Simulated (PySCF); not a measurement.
Unrelated species, one level of theory. Computed, not measured: TDDFT CAM-B3LYP/def2-SVPD, vertical, gas phase, core orbitals frozen in the response in PySCF 2.14.0, density-fitted response routines. Geometries: GFN2-xTB; one conformer of each isolated species. Triplets are in the Tamm–Dancoff approximation. 'Strongest' means the level of largest summed f among the lowest 8 singlets; it needn't be the same kind of state in each.

Problem. Rank by computed HOMO–LUMO gap, lowest first.
A. `S=C1C[SiH2][C@H](Cl)C1`
B. `O[Si@@]1([SiH3])O[SiH2][Si@@H]1[SiH3]`
C. `Cl[SiH2]SCC1C=C1`
D. `COC(F)(CF)OC`
E. `CO[C@@H](F)[C@H](F)OC`
F. `C[Si](C=C=S)(Cl)C`
G. `[SiH3]CCC(Cl)=C=S`
H. `O=S(=O)(O)C(F)(F)F`

Solution. G (5.94 eV), A (6.68 eV), F (6.83 eV), B (8.26 eV), C (8.53 eV), D (11.12 eV), E (11.34 eV), H (11.77 eV).

| SMILES | gap (eV) | T1 (eV) | f (strongest) | strongest (eV) | HOMO (eV) | f (S1) | S1 mainly |
| --- | --- | --- | --- | --- | --- | --- | --- |
| [SiH3]CCC(Cl)=C=S | 5.94 | 1.51 | 0.55 | 6.63 | -7.67 | 0.000 | H→L (99%) |
| S=C1C[SiH2][C@H](Cl)C1 | 6.68 | 2.05 | 0.19 | 5.43 | -7.73 | 0.000 | H→L (97%) |
| C[Si](C)(Cl)C=C=S | 6.83 | 2.39 | 0.95 | 6.50 | -7.93 | 0.000 | H→L (99%) |
| O[Si@@]1([SiH3])O[SiH2][Si@@H]1[SiH3] | 8.26 | 4.50 | 0.22 | 6.21 | -8.45 | 0.097 | H→L (62%) |
| Cl[SiH2]SCC1C=C1 | 8.53 | 4.11 | 0.04 | 6.38 | -8.11 | 0.003 | H→L (84%) |
| COC(F)(CF)OC | 11.12 | 7.97 | 0.02 | 9.02 | -9.90 | 0.002 | H→L (86%) |
| CO[C@@H](F)[C@H](F)OC | 11.34 | 8.14 | 0.08 | 9.34 | -9.98 | 0.021 | H→L (68%) |
| O=S(=O)(O)C(F)(F)F | 11.77 | 8.11 | 0.05 | 8.93 | -11.61 | 0.010 | H→L (81%) |

H and L stand for HOMO and LUMO.

- `[SiH3]CCC(Cl)=C=S`: Löwdin shares by element: HOMO carbon 41% or more, sulfur 39%, chlorine 13%; LUMO carbon 44% or more, sulfur 40%, chlorine 12%.
- `S=C1C[SiH2][C@H](Cl)C1`: S1 has the pattern of n→π* at C=S.
- `C[Si](C)(Cl)C=C=S`: Löwdin shares by element: HOMO carbon 46% or more, sulfur 44%; LUMO carbon 47% or more, sulfur 38%, hydrogen 5% or more.
- `O[Si@@]1([SiH3])O[SiH2][Si@@H]1[SiH3]`: Löwdin shares by element: HOMO silicon 60% or more, oxygen 11% or more (atoms not listed hold the other 29%); LUMO silicon 67% or more (atoms not listed hold the other 33%).
- `Cl[SiH2]SCC1C=C1`: Löwdin shares by element: HOMO sulfur 61%, carbon 15% or more, silicon 8% (atoms not listed hold the other 16%); LUMO sulfur 27%, silicon 25%, chlorine 16%, carbon 8% or more (atoms not listed hold the other 24%).
- `COC(F)(CF)OC`: Löwdin shares by element: HOMO oxygen 57%, carbon 10% or more, hydrogen 6% or more (atoms not listed hold the other 27%); LUMO carbon 39% or more, oxygen 8% or more (atoms not listed hold the other 53%).
- `CO[C@@H](F)[C@H](F)OC`: Löwdin shares by element: HOMO oxygen 63%, carbon 13% or more (atoms not listed hold the other 24%); LUMO carbon 35% or more, oxygen 6% or more, hydrogen 6% or more (atoms not listed hold the other 53%).
- `O=S(=O)(O)C(F)(F)F`: Löwdin shares by element: HOMO oxygen 83%, sulfur 7%; LUMO sulfur 32%, oxygen 31% or more, hydrogen 20% (atoms not listed hold the other 17%).
